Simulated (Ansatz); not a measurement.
Compare A (`NBOCCF`) with its isomer B (`CN(C)B(O)F`).

Gas-phase electronic energies from Ansatz, PBE0-D4/def2-TZVP geometries. CCSD(T)/CBS adds triple-zeta CCSD(T) − MP2 to the extrapolated MP2 energy (def2 sets, frozen cores). Functionals use def2-TZVPP. B3LYP here is the variant with VWN-RPA as its local correlation; programs differ in this. One conformer a species, not always the lowest.

Problem. Which is lower in electronic energy at CCSD(T)/CBS, and by how much? (An estimate is asked.)

Solution. Ansatz gave: B, by 191.3 kJ/mol.

Problem. Give E(B) − E(A) in kJ/mol with ωB97M-V, B3LYP-D4, HF/def2-TZVPP, r2SCAN-D4, MP2/def2-TZVPP, CCSD(T)/def2-TZVPP, PBE0-D4. (Estimate.)

Solution. The calculation gave: ωB97M-V -184.7, B3LYP-D4 -184.0, HF/def2-TZVPP -181.5, r2SCAN-D4 -188.1, MP2/def2-TZVPP -199.5, CCSD(T)/def2-TZVPP -191.2, PBE0-D4 -187.1. None reverses the order clearly.

Largest T1 diagnostic: 0.012.

In def2-TZVPP, CCSD(T) changes the Hartree–Fock value by −9.8 kJ/mol (the triples alone add −0.3 kJ/mol) and MP2 by −18.0 kJ/mol. The D4 term adds −4.8 kJ/mol with B3LYP and −2.4 kJ/mol with PBE0; it sums over pairs of atoms, weighted by their polarisabilities, and B3LYP, whose exchange is more repulsive, gets the larger term.
